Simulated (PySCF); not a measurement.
## UHF on Nb (niobium, neutral)

Configuration: [Kr] 4d4 5p1, one real determinant (an excited configuration). All numbers are calculated (PySCF 2.14, scalar relativity by spin-free X2C-1e, in x2c-TZVPPall (8s6p6d2f1g, 79 functions)).

- Total energy: -3817.136484 hartree
- One-electron energy: -5269.4181 hartree
- Hartree (Coulomb) energy: 1570.1644 hartree
- Exchange energy: -117.8828 hartree
- ⟨S²⟩: 8.7545
- ⟨L²⟩: 8.025
- Sum of ⟨r⟩: 32.91 bohr
- Sum of ⟨r²⟩: 73.34 bohr²
- Traceless quadrupole moment −½Σ⟨3z² − r²⟩ along its main axis: -11.9 e·bohr²
- Langevin diamagnetic susceptibility: -58.1 ×10⁻⁶ cm³/mol

```json
{"shell": "1s β", "electrons": "1", "mean orbital energy (hartree)": "-701.46563", "spread (hartree)": "0", "rms radius, mean of both spins (bohr)": "0.0415"}
{"shell": "1s α", "electrons": "1", "mean orbital energy (hartree)": "-701.46402", "spread (hartree)": "0", "rms radius, mean of both spins (bohr)": "0.0415"}
{"shell": "2s α", "electrons": "1", "mean orbital energy (hartree)": "-100.85807", "spread (hartree)": "0", "rms radius, mean of both spins (bohr)": "0.171"}
{"shell": "2s β", "electrons": "1", "mean orbital energy (hartree)": "-100.83714", "spread (hartree)": "0", "rms radius, mean of both spins (bohr)": "0.171"}
{"shell": "2p α", "electrons": "3", "mean orbital energy (hartree)": "-89.85783", "spread (hartree)": "0.00010", "rms radius, mean of both spins (bohr)": "0.152"}
{"shell": "2p β", "electrons": "3", "mean orbital energy (hartree)": "-89.83723", "spread (hartree)": "0.00524", "rms radius, mean of both spins (bohr)": "0.152"}
{"shell": "3s α", "electrons": "1", "mean orbital energy (hartree)": "-18.02500", "spread (hartree)": "0", "rms radius, mean of both spins (bohr)": "0.471"}
{"shell": "3s β", "electrons": "1", "mean orbital energy (hartree)": "-18.01485", "spread (hartree)": "0", "rms radius, mean of both spins (bohr)": "0.471"}
{"shell": "3p α", "electrons": "3", "mean orbital energy (hartree)": "-14.32473", "spread (hartree)": "0.00870", "rms radius, mean of both spins (bohr)": "0.478"}
{"shell": "3p β", "electrons": "3", "mean orbital energy (hartree)": "-14.31151", "spread (hartree)": "0.01129", "rms radius, mean of both spins (bohr)": "0.478"}
{"shell": "3d α", "electrons": "5", "mean orbital energy (hartree)": "-8.26849", "spread (hartree)": "0.02363", "rms radius, mean of both spins (bohr)": "0.473"}
{"shell": "3d β", "electrons": "5", "mean orbital energy (hartree)": "-8.23504", "spread (hartree)": "0.01339", "rms radius, mean of both spins (bohr)": "0.473"}
{"shell": "4s α", "electrons": "1", "mean orbital energy (hartree)": "-2.77451", "spread (hartree)": "0", "rms radius, mean of both spins (bohr)": "1.25"}
{"shell": "4s β", "electrons": "1", "mean orbital energy (hartree)": "-2.62344", "spread (hartree)": "0", "rms radius, mean of both spins (bohr)": "1.25"}
{"shell": "4p α", "electrons": "3", "mean orbital energy (hartree)": "-1.73875", "spread (hartree)": "0.02787", "rms radius, mean of both spins (bohr)": "1.41"}
{"shell": "4p β", "electrons": "3", "mean orbital energy (hartree)": "-1.52442", "spread (hartree)": "0.03712", "rms radius, mean of both spins (bohr)": "1.41"}
{"shell": "4d α", "electrons": "4", "mean orbital energy (hartree)": "-0.34192", "spread (hartree)": "0.02494", "rms radius, mean of both spins (bohr)": "2.27"}
{"shell": "5p α", "electrons": "1", "mean orbital energy (hartree)": "-0.12355", "spread (hartree)": "0", "rms radius, mean of both spins (bohr)": "5.79"}
```

⟨L²⟩ = 8.02 against 12 for a pure F term, so this real determinant mixes terms.

Densities and radii are taken from the X2C orbitals without a picture-change correction, which distorts them close to the nucleus.

Spin-orbit constants ζ (cm⁻¹) from the X2C one-electron operator on these orbitals: bare nucleus, nucleus screened by l(l+1)(2l+1)/3 electrons, and screened by the Breit-Pauli mean field of the electrons.

| shell | bare | screened nucleus | mean field |
| --- | --- | --- | --- |
| 2p | 522400 | 497000 | 485600 |
| 3p | 85690 | 81510 | 79310 |
| 3d | 11910 | 9002 | 8543 |
| 4p | 10270 | 9769 | 9469 |
| 4d | 654.1 | 494.6 | 448.8 |
| 5p | 374.7 | 356.5 | 344.1 |

To first order the Landé constant is A = 82.79 cm⁻¹, so the lowest level has J = 1/2 and lies 0.103 eV below the centre of the term. This holds in LS coupling only.
